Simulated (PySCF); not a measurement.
Species: C6H6N2S2.
Geometry (PBE0-D3(BJ)/def2-SVP, Å), atoms numbered from 1 in this order:
```
atom  x, y, z in Å
C1    -3.0458   -0.9349    0.3795
S2    -2.4462    0.7593    0.4759
C3    -0.7209    0.5778    0.2968
C4     0.0833    1.7323    0.3244
N5     1.3947    1.6826    0.1962
C6     1.9583    0.4751    0.0344
C7     3.4220    0.4796   -0.1037
S8     4.3762   -0.8091   -0.3108
N9     1.2887   -0.6781   -0.0058
C10   -0.0247   -0.6314    0.1226
H11   -2.8169   -1.3929   -0.5934
H12   -4.1363   -0.8644    0.4881
H13   -2.6490   -1.5542    1.1967
H14   -0.3726    2.7215    0.4563
H15    3.8325    1.4994   -0.0503
H16   -0.5525   -1.5899    0.0865
```

Computed with PBE0-D3(BJ)/def2-SVP geometry optimisation, gas phase in PySCF.

Masses are those of the commonest isotopes; rigid-rotor values at the optimised geometry. The values belong to one conformer with, in the numbering `[CH3:1][S:2][c:3]1[cH:4][n:5][c:6]([CH:7]=[S:8])[n:9][cH:10]1`, C1–S2–C3–C4 180°, N5–C6–C7–S8 180°.

Problem. Give the principal moments of inertia and the rotational constants in MHz.

Solution. Ia = 151.40, Ib = 1153.85, Ic = 1301.96 u·Å²; 505379 MHz·u·Å²/I gives A = 3338, B = 438.0, C = 388.2 MHz.

Problem. What kind of rotor is it?

Solution. A near-prolate asymmetric top: κ = (2 × 438.0 − 3338 − 388.2)/(3338 − 388.2) = -0.97.

Problem. Is it planar, by Δ = Ic − Ia − Ib?

Solution. Not planar: Δ = Ic − Ia − Ib = -3.28 u·Å². For a rigid frame Δ = −2 Σ m c², so Σ m c² = 1.64 u·Å² lies off the ab plane, practically all of it from hydrogen. The atom farthest from that plane is 0.90 Å away.

Problem. Where do the levels up to J = 4 lie, in cm⁻¹?

Solution. Above 0(0,0):
J = 1: 1(0,1) 0.0276, 1(1,1) 0.1243, 1(1,0) 0.1260
J = 2: 2(0,2) 0.0827, 2(1,2) 0.1777, 2(1,1) 0.1827, 2(2,1) 0.4729, 2(2,0) 0.4730
J = 3: 3(0,3) 0.1652, 3(1,3) 0.2579, 3(1,2) 0.2679, 3(2,2) 0.5556, 3(2,1) 0.5557, 3(3,1) 1.0435, 3(3,0) 1.0435
J = 4: 4(0,4) 0.2753, 4(1,4) 0.3648, 4(1,3) 0.3814, 4(2,3) 0.6658, 4(2,2) 0.6662, 4(3,2) 1.1537, 4(3,1) 1.1537, 4(4,1) 1.8367, 4(4,0) 1.8367
The levels of one J sum to (2J + 1)J(J + 1)(A + B + C)/3.

Problem. Predict some low-J microwave lines.

Solution. The dipole components are |μa| = 5.04 D, |μb| = 0.64 D, |μc| = 0.00 D; the mirror of this Cs structure is the ab plane, so μc vanishes by symmetry and there are no c-type lines. The squared components, which scale the intensities, stand as 1.00 : 0.02 (a : b). Some lines, for components of 0.1 D or more:

| type | branch | J(Ka,Kc) | MHz | lower level (cm⁻¹) |
| --- | --- | --- | --- | --- |
| a | R | 1(0,1) ← 0(0,0) | 826 | 0.000 |
| a | R | 2(1,2) ← 1(1,1) | 1602 | 0.124 |
| a | R | 2(0,2) ← 1(0,1) | 1652 | 0.028 |
| a | R | 2(1,1) ← 1(1,0) | 1702 | 0.126 |
| b | Q | 1(1,0) ← 1(0,1) | 2950 | 0.028 |
| b | Q | 2(1,1) ← 2(0,2) | 3000 | 0.083 |
| b | R | 1(1,1) ← 0(0,0) | 3726 | 0.000 |
| b | R | 2(1,2) ← 1(0,1) | 4503 | 0.028 |
| b | Q | 2(2,0) ← 2(1,1) | 8701 | 0.183 |
| b | Q | 2(2,1) ← 2(1,2) | 8850 | 0.178 |
| b | R | 2(2,1) ← 1(1,0) | 10402 | 0.126 |
| b | R | 2(2,0) ← 1(1,1) | 10453 | 0.124 |

Whether it is a minimum is left open (no frequencies). These are rigid-rotor constants of the computed structure; measured ground-state constants (B0) also hold zero-point vibration. A rigid rotor knows nothing of internal rotation, which can split or shift real lines. Quadrupole hyperfine structure (14N) is left out.
